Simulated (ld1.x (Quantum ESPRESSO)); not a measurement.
# Configuration tests for platinum (Pt) (TM semilocal)

- Element: Pt
- Generator: ld1.x (Quantum ESPRESSO) 7.5
- Type: norm-conserving Troullier–Martins (semilocal form)
- Functional: PBE
- Relativity: scalar-relativistic
- Frozen core: [Kr] 4d10 4f14
- Valence charge: 18
- Reference configuration: 5s2 5p6 5d9 6s1 6p0
- Partial waves: 5s (bound): rc 1.45 bohr; 5p (bound): rc 1.15 bohr; 5d (bound): rc 1.60 bohr
- Local potential: the d channel
- Core correction: none

Occupied shells without a wave of their own: 6s. They enter only through the test configuration that unscreens the potential.

Energies are relative to the spin-unpolarised reference configuration 5s2 5p6 5d9 6s1 6p0; without spin polarisation the order of configurations can differ from experiment.

(1) Give the all-electron excitation energy and the error of the potential for: 5s2 5p6 5d9 6s0 6p0; 5s2 5p6 5d8 6s0 6p0; 5s2 5p6 5d7 6s0 6p0; 5s2 5p6 5d9 6s0.5 6p0; 5s2 5p6 5d6 6s0 6p0; 5s1 5p6 5d9 6s1 6p0; 5s2 5p6 5d8 6s1 6p1.

Levels in the configuration 5s2 5p6 5d9 6s0 6p0:

```csv
level,all-electron (eV),pseudo (eV)
5s,-110.052,-110.959
5p,-64.304,-65.149
5d,-14.304,-14.960
```

The potential misses its own reference levels by up to 1.7 eV, so it is not fit for use.

Answers

(1)

| valence configuration | charge | ΔE all-electron (eV) | error AE − PS (meV) |
| --- | --- | --- | --- |
| 5s2 5p6 5d9 6s0 6p0 | +1 | 9.194 | -2087 |
| 5s2 5p6 5d8 6s0 6p0 | +2 | 29.160 | -2820 |
| 5s2 5p6 5d7 6s0 6p0 | +3 | 61.376 | -3688 |
| 5s2 5p6 5d9 6s0.5 6p0 | +0.5 | 3.694 | -946 |
| 5s2 5p6 5d6 6s0 6p0 | +4 | 107.029 | -4671 |
| 5s1 5p6 5d9 6s1 6p0 | +1 | 108.490 | -206 |
| 5s2 5p6 5d8 6s1 6p1 | 0 | 6.568 | +41 |

These tests converged, but a pseudo level misses the all-electron one widely, so the file describes the atom poorly there or has found another state: 5s2 5p6 5d9 6s0 6p0: empty 6s by 2.5 eV; 5s2 5p6 5d8 6s0 6p0: empty 6s by 3.2 eV; 5s2 5p6 5d7 6s0 6p0: empty 6s by 4.1 eV; 5s2 5p6 5d9 6s0.5 6p0: 6s by 2.1 eV; 5s2 5p6 5d6 6s0 6p0: empty 6s by 5.0 eV; 5s1 5p6 5d9 6s1 6p0: 6s by 2.6 eV; 5s2 5p6 5d8 6s1 6p1: 6s by 2.1 eV. The 6s level has no wave, so the channel is fitted at the deeper level alone: the likely source of the large errors.
